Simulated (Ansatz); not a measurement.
Computed with Ansatz on PBE0-D4/def2-TZVP structures; ΔE is electronic, products minus reactants. CCSD(T)/CBS is the MP2 limit (def2-TZVPP, def2-QZVPP) plus CCSD(T) − MP2 in def2-TZVPP, frozen cores. This one scheme is used for every species, atoms too. DFT in def2-TZVPP. No spin–orbit coupling; open shells (•) take unrestricted orbitals. Spin–orbit coupling would lower the free atoms: a little for C; clearly for Ga. Bonds to Ga are less sure, by a few kJ/mol each and by 10 to 20 or more in all where they break to atoms, as the def2 sets lack core-valence functions. Scalar relativity is left out up to krypton. Each species was taken in one conformer, which may not be the lowest.

Consider the atomization: `N=[C](N)[GaH2]` → C• + Ga• + 5 H• + 2 N•.

```
             level  ΔE (kcal/mol)
            PBE-D4          728.9
            B2PLYP          699.4
SCS-MP2/def2-TZVPP          695.7
SCS-MP2/def2-QZVPP          711.0
```

What does CCSD(T)/CBS give? (An estimate is asked.)

Computed: +705.8 kcal/mol. The listed levels differ from it by 23.1, -6.4, -10.1, 5.2 kcal/mol.

Largest T1 diagnostic among the species: 0.014.

In def2-TZVPP, CCSD(T) changes the Hartree–Fock value by +224.1 kcal/mol (the triples alone add +14.2 kcal/mol) and MP2 by +234.3 kcal/mol; breaking electron pairs costs correlation energy, which Hartree–Fock lacks. From PBE to PBE0 (25 % exact exchange), in def2-TZVPP and without D4, ΔE moves by −20.4 kcal/mol: exact exchange takes away binding that semilocal exchange gives to molecules. The D4 term adds +6.5 kcal/mol with B3LYP and +3.4 kcal/mol with PBE0; it sums over pairs of atoms, weighted by their polarisabilities, and B3LYP, whose exchange is more repulsive, gets the larger term.

B3LYP here is the variant with VWN-RPA as its local correlation; programs differ in this.

For atomizations the MP2-based limit and the directly extrapolated one differ by several kJ/mol either way, and by 10 to 25 for some Ge, Se and Sn compounds, so smaller differences from it don't rank the levels.
